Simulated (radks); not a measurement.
The numbers below are computed, except where a source is named.
Question: O, configuration [He] 2s1.5 2p4.5 (fractional occupations, a model configuration). Level of theory: scalar-relativistic Kohn-Sham, PBE, spin-polarised, spherical densities, finite nucleus; open shells are filled with parallel spins first; Fermi nuclear charge, rms radius 2.6991 fm (a radial shooting solver on a logarithmic mesh with Libxc functionals). Some entries of the table are withheld. Estimate them.

orbital,occ.,eigenvalue (Ry),<1/r> (bohr^-1),r(max) (bohr)
1s up,1,-37.87898,(1),0.1291
1s down,1,-37.78093,(2),0.1290
2s up,1,-1.88311,1.297,0.8666
2s down,0.5,-1.62727,1.262,0.8779
2p up,3,-0.77577,1.131,0.8103
2p down,1.5,-0.54419,1.068,0.8333

Answer: 
(1) 1s up <1/r> (bohr^-1): 7.634
(2) 1s down <1/r> (bohr^-1): 7.641
